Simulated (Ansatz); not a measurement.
`C[SiH](O)[O][GeH2][OH]` + H₂ → `O[SiH2][O][GeH2][OH]` + CH₄  (hydrogenolysis of the Si–C bond)

Calculated with Ansatz (gas phase, PBE0-D4/def2-TZVP geometries, no zero-point term in ΔE). CCSD(T)/CBS adds triple-zeta CCSD(T) − MP2 to the extrapolated MP2 energy (def2 sets, frozen cores). This one scheme is used for every species. Functionals use def2-TZVPP. For Ge outer-core shells are correlated without core-valence functions, which leaves a few kJ/mol of doubt a bond. Scalar relativity is left out up to krypton. One conformer a species, not always the lowest.

`C[SiH](O)[O][GeH2][OH]`:

```xyz
14

C     1.931   -0.517   -0.383
Si    0.155   -0.736   -0.845
O    -0.310    0.670   -1.603
O    -0.786   -0.984    0.468
Ge   -1.469    0.260    1.539
O    -0.611    1.777    1.226
H     2.293   -1.381    0.180
H     2.557   -0.396   -1.270
H     2.047    0.371    0.244
H    -0.070   -1.880   -1.767
H    -1.013    0.599   -2.250
H    -2.963    0.372    1.193
H    -1.174   -0.119    2.991
H    -0.586    1.964    0.280
```

H₂:

Z-matrix (Å, degrees):
```
H
H 1 0.746
```

`O[SiH2][O][GeH2][OH]`:

Cartesian coordinates in Å:
```
O 0.311 0.639 2.525
Si 0.236 1.181 0.977
O 0.583 0.015 -0.109
Ge -0.360 -1.232 -0.943
O -0.837 -0.599 -2.524
H 1.174 0.426 2.883
H 1.226 2.265 0.760
H -1.161 1.650 0.819
H -1.674 -1.499 -0.206
H 0.590 -2.429 -1.087
H -0.088 -0.416 -3.096
```

CH₄:

Cartesian coordinates in Å:
```
C 0.000 0.000 0.000
H 0.799 0.223 0.707
H 0.391 -0.622 -0.805
H -0.388 0.930 -0.415
H -0.801 -0.531 0.513
```

Task: Is it downhill or uphill in electronic energy at CCSD(T)/CBS, and by how much? (Estimate.)

Result: Ansatz gave: Downhill: ΔE = -9.6 kJ/mol.

Task: What do these levels give: PBE-D4, PBE, SCS-MP2/def2-TZVPP, HF/def2-QZVPP, MP2/def2-QZVPP, HF/CBS(def2)? (Best estimate.)

Result: Ansatz gave: PBE-D4 -5.3, PBE -14.5, SCS-MP2/def2-TZVPP -15.6, HF/def2-QZVPP -41.6, MP2/def2-QZVPP -6.8, HF/CBS(def2) -41.7 kJ/mol.

Largest T1 diagnostic among the species: 0.012.

In def2-TZVPP, CCSD(T) changes the Hartree–Fock value by +29.4 kJ/mol (the triples alone add +5.3 kJ/mol) and MP2 by +33.2 kJ/mol. The D4 term adds +14.6 kJ/mol with B3LYP and +8.0 kJ/mol with PBE0; it sums over pairs of atoms, weighted by their polarisabilities, and B3LYP, whose exchange is more repulsive, gets the larger term.

B3LYP here is the variant with VWN-RPA as its local correlation; programs differ in this.
